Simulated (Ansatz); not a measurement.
Compare A (`FC1(F)OC1(F)F`) with its isomer B (`O=C(F)C(F)(F)F`).

Gas-phase electronic energies from Ansatz, PBE0-D4/def2-TZVP geometries. CBS: MP2 limit from def2 TZ/QZ plus the TZ coupled-cluster correction, frozen cores. DFT in def2-TZVPP. B3LYP here is the variant with VWN-RPA as its local correlation; programs differ in this.

(1) Which isomer does CCSD(T)/CBS put lower? Give the gap. (Estimate.)

(2) Give E(B) − E(A) in kcal/mol with B3LYP, LDA (SPW92), CCSD/def2-TZVPP, PBE0-D4, B3LYP-D4, MP2/def2-TZVPP, ωB97M-V. (An estimate is asked.)

(3) Does the order hold for the free energy at 298.15 K (harmonic terms from PBE0-D4)? (An estimate is asked.)

Largest T1 diagnostic: 0.014.

## Answers

(1) Computed: B, by 30.9 kcal/mol.

(2) Computed: B3LYP -31.8, LDA (SPW92) -24.0, CCSD/def2-TZVPP -30.9, PBE0-D4 -27.2, B3LYP-D4 -31.9, MP2/def2-TZVPP -30.9, ωB97M-V -29.6. None reverses the order clearly.

(3) The calculation gave: Yes: G(B) − G(A) = -32.3 kcal/mol. Modes under 60 cm⁻¹, often nearly free rotors, make the harmonic entropy too high.

From BLYP to BHLYP (50 % exact exchange), in def2-TZVPP and without D4, E(B) − E(A) moves by +1.5 kcal/mol. Leaving LDA and LC-ωPBE aside and taking each functional with its dispersion term where it has one, the values, not all of them listed here, spread over 6.0 kcal/mol, from BLYP-D4 to HSE06-D4. LDA lies +4.0 kcal/mol from PBE without D4.
